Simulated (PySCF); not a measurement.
Spin-rotation constants: SMILES CCN1CCC=N1, C5H10N2

Molfile (atoms numbered from 1):
```
C5H10N2
     RDKit          3D

 17 17  0  0  0  0  0  0  0  0999 V2000
    2.1649   -0.0856    0.5818 C   0  0  0  0  0  0  0  0  0  0  0  0
    1.3994    0.3489   -0.6717 C   0  0  0  0  0  0  0  0  0  0  0  0
   -0.0287    0.3824   -0.5125 N   0  0  0  0  0  0  0  0  0  0  0  0
   -0.8061   -0.8496   -0.3224 C   0  0  0  0  0  0  0  0  0  0  0  0
   -2.0770   -0.3532    0.3821 C   0  0  0  0  0  0  0  0  0  0  0  0
   -1.6836    1.0763    0.6766 C   0  0  0  0  0  0  0  0  0  0  0  0
   -0.5552    1.4010    0.1915 N   0  0  0  0  0  0  0  0  0  0  0  0
    3.2334    0.0215    0.4165 H   0  0  0  0  0  0  0  0  0  0  0  0
    1.9584   -1.1247    0.8287 H   0  0  0  0  0  0  0  0  0  0  0  0
    1.8746    0.5388    1.4236 H   0  0  0  0  0  0  0  0  0  0  0  0
    1.7010    1.3626   -0.9447 H   0  0  0  0  0  0  0  0  0  0  0  0
    1.6274   -0.3220   -1.5051 H   0  0  0  0  0  0  0  0  0  0  0  0
   -1.0032   -1.3031   -1.2969 H   0  0  0  0  0  0  0  0  0  0  0  0
   -0.2548   -1.5708    0.2922 H   0  0  0  0  0  0  0  0  0  0  0  0
   -2.9501   -0.3841   -0.2730 H   0  0  0  0  0  0  0  0  0  0  0  0
   -2.3137   -0.9079    1.2913 H   0  0  0  0  0  0  0  0  0  0  0  0
   -2.2938    1.7815    1.2053 H   0  0  0  0  0  0  0  0  0  0  0  0
  1  2  1  0
  2  3  1  0
  3  4  1  0
  4  5  1  0
  5  6  1  0
  6  7  2  0
  7  3  1  0
  1  8  1  0
  1  9  1  0
  1 10  1  0
  2 11  1  0
  2 12  1  0
  4 13  1  0
  4 14  1  0
  5 15  1  0
  5 16  1  0
  6 17  1  0
M  END
```

Computed, not measured: GIAO PBE0/pcSseg-1 magnetisability, rotational g tensor and spin-rotation constants, non-relativistic, gas phase in PySCF. Geometry: GFN2-xTB.

**Question.** Give the nuclear spin-rotation constants along the inertial axes (H = +C I·J) beside the isotropic shieldings.

**Answer.** Rotational constants 5.5109, 2.0241, 1.7874 GHz. A star marks the isotopologue with that one atom substituted, in its own axes.
| atom | isotope | Caa (kHz) | Cbb (kHz) | Ccc (kHz) | mean (kHz) | σ (ppm) |
| --- | --- | --- | --- | --- | --- | --- |
| N3 | 14N | 0.618 | 0.129 | 0.177 | 0.308 | 117.1 |
| N7 | 14N | 1.385 | 0.500 | 0.178 | 0.688 | -127.2 |
| H8 | 1H | 0.118 | -0.236 | -0.203 | -0.107 | 31.1 |
| H9 | 1H | -0.571 | -0.014 | -0.153 | -0.246 | 30.5 |
| H10 | 1H | -0.499 | -0.099 | -0.111 | -0.236 | 30.8 |
| H11 | 1H | -0.455 | 0.032 | -0.143 | -0.189 | 27.8 |
| H12 | 1H | -0.478 | -0.028 | -0.112 | -0.206 | 28.6 |
| H13 | 1H | -0.551 | -0.084 | -0.032 | -0.222 | 28.3 |
| H14 | 1H | -0.401 | -0.129 | -0.047 | -0.192 | 28.5 |
| H15 | 1H | -0.130 | -0.198 | -0.087 | -0.138 | 28.8 |
| H16 | 1H | -0.526 | -0.183 | 0.025 | -0.228 | 28.9 |
| H17 | 1H | -0.120 | 0.005 | -0.170 | -0.095 | 25.6 |
| C1 | 13C* | 0.719 | 0.281 | 0.207 | 0.402 | 177.0 |
| C2 | 13C* | 0.862 | 0.424 | 0.342 | 0.543 | 139.0 |
| C4 | 13C* | 0.980 | 0.328 | 0.376 | 0.561 | 140.6 |
| C5 | 13C* | 0.947 | 0.278 | 0.357 | 0.527 | 149.8 |
| C6 | 13C* | 1.532 | 0.893 | 0.408 | 0.945 | 53.4 |

For the geometry as given, no vibrational averaging.

**Question.** How do the rotational constants and the g tensor change when H8, H9, H10, H11, H12, H13, H14, H15, H16, H17 are replaced by deuterium?

**Answer.** Constants 4.3579, 1.6573, 1.4799 GHz; g -0.0333, -0.0096, -0.0039, against -0.0419, -0.0116, -0.0047 before.
